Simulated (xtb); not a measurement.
ClIn, triplet, at a GFN2-xTB geometry (such geometries of metal compounds can be far from the true shape) (the spin is typed, not shown lowest), atoms displaced at random by about 0.02 Å a coordinate; GFN2-xTB with ALPB(hexane) (xtb 6.7.1).

Input for xtb:
```
$ xtb mol.xyz --gfn 2 --uhf 2 --opt --alpb hexane --json

# file mol.xyz
2

In    -0.03017406     0.00022297    -0.62466174
Cl     0.00269368    -0.02671703     1.81434064
```

It wrote (shortened):

```
   ID    Z sym.   atoms
    1   49 In     1
    2   17 Cl     2

           -------------------------------------------------
          |                Calculation Setup                |
           -------------------------------------------------

           -------------------------------------------------
          |                 G F N 2 - x T B                 |
           -------------------------------------------------

      * Solvation model:               ALPB
        Solvent                        hexane
        Parameter file                 internal GFN2-xTB/ALPB
        Dielectric constant                1.8800E+00
        Reference state                gsolv [1 M gas/solution]
        Free energy shift                  4.8134E-03 Eh       3.0204E+00 kcal/mol
        Temperature                        2.9815E+02 K
        Density                            6.6000E-01 kg/L
        Solvent mass                       8.6180E+01 g/mol
        Interaction kernel             P16
        Born radius scaling (c1)           1.1040E+00
        Born radii integrator          GBOBC
        Born offset                        0.0000E+00 a0       0.0000E+00 AA
        H-bond correction              false
        Ion screening                  false
        Surface tension                    1.0000E-05 Eh       1.5569E+01 dyn/cm
        Grid points                               230 per atom

          ...................................................
          :                      SETUP                      :
          :.................................................:
          :  # basis functions                  20          :
          :  # atomic orbitals                  18          :
          :  # shells                            6          :
          :  # electrons                        10          :
          :  max. iterations                   250          :
          :  Hamiltonian                  GFN2-xTB          :
          :  restarted?                      false          :
          :  GBSA solvation                   true          :
          :  PC potential                    false          :
          :  electronic temp.          300.0000000     K    :
          :  accuracy                    1.0000000          :
          :  -> integral cutoff          0.2500000E+02      :
          :  -> integral neglect         0.1000000E-07      :
          :  -> SCF convergence          0.1000000E-05 Eh   :
[...]
         :: total energy              -5.643855458799 Eh    ::
 * total energy  :    -5.6438555 Eh     change       -0.6217249E-14 Eh
 * total energy  :    -5.6439438 Eh     change       -0.8831033E-04 Eh
 * total energy  :    -5.6439747 Eh     change       -0.3091324E-04 Eh
 * total energy  :    -5.6439748 Eh     change       -0.1396946E-06 Eh
   *** GEOMETRY OPTIMIZATION CONVERGED AFTER 4 ITERATIONS ***
         :: total energy              -5.643974822068 Eh    ::
[...]
        12                         -0.0181087              -0.4928
        13                         -0.0115294              -0.3137
        14                         -0.0115294              -0.3137
        15                         -0.0088246              -0.2401
        16                          0.0002823               0.0077
        17                          0.0002823               0.0077
        18                          0.4659614              12.6795
      -------------------------------------------------------------
                  HL-Gap            0.0000000 Eh            0.0000 eV
             Fermi-level           -0.3240841 Eh           -8.8188 eV

     #   Z          covCN         q      C6AA      α(0)
     1  49 In       0.770    -0.007   555.469    61.856
     2  17 Cl       0.770     0.007    98.821    15.206

 Mol. C6AA /au·bohr⁶  :       1075.781488
 Mol. C8AA /au·bohr⁸  :     119371.149497
 Mol. α(0) /au        :         77.062778

Wiberg/Mayer (AO) data.
largest (>0.10) Wiberg bond orders for each atom

 ---------------------------------------------------------------------------
     #   Z sym  total        # sym  WBO       # sym  WBO       # sym  WBO
 ---------------------------------------------------------------------------
     1  49 In   0.919 --     2 Cl   0.919
     2  17 Cl   0.919 --     1 In   0.919
 ---------------------------------------------------------------------------

Topologies differ in total number of bonds
Writing topology from bond orders to xtbtopo.mol

molecular dipole:
                 x           y           z       tot (Debye)
 q only:        0.000      -0.000       0.033
   full:       -0.000       0.000      -0.024       0.061
molecular quadrupole (traceless):
                xx          xy          yy          xz          yz          zz
 q only:       -0.038      -0.000      -0.037      -0.001      -0.002       0.075
  q+dip:       -0.415      -0.000      -0.415       0.018      -0.013       0.829
   full:       -0.570      -0.000      -0.570       0.025      -0.018       1.140

optimized geometry written to: xtbopt.xyz

           -------------------------------------------------
          | TOTAL ENERGY               -5.643974822068 Eh   |
          | GRADIENT NORM               0.000106612963 Eh/α |
          | HOMO-LUMO GAP               0.000000000000 eV   |
           -------------------------------------------------

normal termination of xtb
```
